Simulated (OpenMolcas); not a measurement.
**Multiplet structure of Bi+**

- Program: OpenMolcas 26.06
- Method: CASSCF
- Basis: ANO-RCC-VQZP [9s8p6d4f3g]
- Scalar Hamiltonian: DKH2, point nucleus
- Active space: 4 electrons in 4 orbitals (6s 6p)
- State averaging: 2S+1 = 3 even, 3 roots; 2S+1 = 1 even, 6 roots; 2S+1 = 5 odd, 1 root; 2S+1 = 3 odd, 9 roots; 2S+1 = 1 odd, 8 roots
- Spin-orbit coupling: state interaction with AMFI integrals over the reference wave functions, term energies averaged over their components

With spin-orbit coupling, above the lowest level:

| Configuration | Term | J | E (cm-1) | Measured (cm-1) | Term weight % | Second |
| --- | --- | --- | --- | --- | --- | --- |
| 6s2 6p2 | 3P | 0 | 0.0 | 0.0 | 85 | 15 1S |
| 6s2 6p2 | 3P | 1 | 11164 | 13325 | 100 |  |
| 6s2 6p2 | 3P | 2 | 15907 | 17032 | 63 | 37 1D |
| 6s2 6p2 | 1D | 2 | 30863 | 33939 | 63 | 37 3P |
| 6s2 6p2 | 1S | 0 | 41078 | 44174 | 85 | 15 3P |
| 6s 6p3 | 5S* | 2 | 65371 | 76149 | 93 | 6 3P* |
| 6s 6p3 | 3D* | 1 | 93516 |  | 76 | 19 3P* |
| 6s 6p3 | 3D* | 2 | 94133 |  | 75 | 21 3P* |
| 6s 6p3 | 3D* | 3 | 98878 | 96062 | 100 |  |
| 6s 6p3 | 3P* | 0 | 108054 |  | 100 |  |
| 6s 6p3 | 3P* | 1 | 110141 |  | 76 | 20 3D* |
| 6s 6p3 | 3P* | 2 | 113166 |  | 62 | 24 3D* |
| 6s 6p3 | 3S* | 1 | 129402 |  | 65 | 30 1P* |
| 6s 6p3 | 1D* | 2 | 132906 |  | 89 | 10 3P* |

Against the 6 measured excited levels shown (NIST Handbook of Basic Atomic Spectroscopic Data) the mean absolute deviation is 3800 cm-1; the largest miss in energy is 6s 6p3 5S* 2: computed 65371, measured 76149 cm-1 (-14.2 %).

Spin-orbit coupling puts the lowest level 16267 cm-1 below the lowest spin-free term.

Terms of s pⁿ other than that of highest spin mix with s² pⁿ⁻² d, which this space lacks; all of them can be thousands of cm-1 off, and some have no real level of that name. Spin-orbit splittings of 6p shells tend to come out small when the coupling is added on scalar orbitals. Computed and measured levels are paired by configuration, term and J; levels that our copy of the source lacks, or whose pairing is in doubt (as where it misses far off the trend of its configuration), stay unpaired and out of the deviations. Where the source uses jj or jK labels, the order within each J decides. Only configurations of the active space appear. The first state left out of the spin-orbit step lies near 190000 cm-1 above the lowest spin-free state of the reference (among the parities and spins computed), and the list stops at four fifths of that energy or lower. Levels above the ionisation energy that NIST lists (16.70 eV) are left out.

The term weight is that of the spin-free term in the level, not the purity of its configuration. * marks odd parity.
